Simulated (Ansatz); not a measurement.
The same path of AlCl2H2N + H2 (8 atoms, charge 0, multiplicity 1) was run twice with different band settings. Lost on the way: H7–H8. Made: Al1–H7, N2–H8.

Computed with RKS PBE-D4/6-31G* (Ansatz 0.2.0).

Relaxed end points:

```xyz
8
Properties=species:S:1:pos:R:3
Al -0.011 -0.187 0.354
N 0.052 -0.489 2.098
H -0.749 -0.769 2.660
H 0.905 -0.453 2.654
Cl 1.751 0.285 -0.700
Cl -1.828 -0.403 -0.690
H -0.573 2.609 0.349
H -0.513 2.406 1.072
```

```xyz
8
Properties=species:S:1:pos:R:3
Al -0.174 0.636 -0.031
N -0.102 0.290 1.997
H -0.803 -0.416 2.258
H 0.825 -0.076 2.257
Cl 1.805 -0.043 -0.539
Cl -1.768 -0.722 -0.532
H -0.471 2.195 -0.168
H -0.278 1.136 2.554
```

Common settings: movable images 5; climbing image yes; spring 5.0 eV/Å²; optimiser quadratic models (default); force threshold 0.05 eV/Å; iteration limit 60; end points relaxed.

| run | start path |
| --- | --- |
| 1 | through a guess of the saddle point |
| 2 | straight line |

Task: What does each run give, and how far can it be trusted?

Result: Run 1: converged after 8 iterations, highest image 0.612 eV above the first end. A vibrational analysis at the climbing image gives one clearly imaginary mode, 1089i cm⁻¹: a first-order saddle point.
Run 2: converged after 10 iterations, highest image 0.612 eV above the first end. Another band between the same ends (5 images) ends at a top of the same energy, where a vibrational analysis finds 1 clearly imaginary mode.
The orbitals stay closed-shell, which can raise the energy where a bond breaks towards radicals; this wasn't checked here.
